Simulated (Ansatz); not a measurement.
## Ligand exchange: GeH2(CH3)Cl + GaF → GeH2(CH3)F + GaCl

Species: GeH2(CH3)Cl, singlet; GaF, singlet; GeH2(CH3)F, singlet; GaCl, singlet. The partners trade Cl for F: Ge–Cl and Ga–F bonds give way to Ge–F and Ga–Cl.

Shapes, held fixed at every level: PBE0-D4/def2-TZVP. Programs: Ansatz 0.2.0. The zero-point and thermal change to 298 K, harmonic and unscaled (PBE0-D4/def2-TZVP), is +0.4 kJ/mol.

**Question.** Estimate ΔH(298 K) of this reaction.

**Answer.** The highest level, CCSD(T)/def2-TZVPP, gives ΔH(298 K) = -4.5 kJ/mol; the levels span -15.8 to -1.8. The column of differences is taken from that level and isn't an error. No measured value is set beside it here. Relativity is left out for Ga, Ge unless named. Correlated rows may include outer-core shells of Ga, Ge, which these sets cover unevenly. Times are processor times on shared x86 and Arm servers, and rough.

```csv
level,kind,ΔH(298 K) (kJ/mol),less CCSD(T)/def2-TZVPP,CPU time (sum over the molecules)
HF/def2-SVP,Hartree–Fock,-15.8,-11.3,–
r2SCAN-D4/def2-TZVPP,meta-GGA,-5.0,-0.5,27 s
B3LYP-D4/def2-TZVPP,global hybrid,-5.7,-1.2,21 s
PBE0-D4/def2-TZVPP,global hybrid,-4.8,-0.3,16 s
r2SCAN0-D4/def2-TZVPP,global hybrid,-6.7,-2.2,28 s
MP2/def2-TZVPP,perturbation theory,-1.8,+2.7,–
CCSD(T)/def2-SVP,coupled cluster or CI,-6.0,-1.5,16 s
CCSD(T)/def2-TZVPP,coupled cluster or CI,-4.5,0.0,4.6 min
```
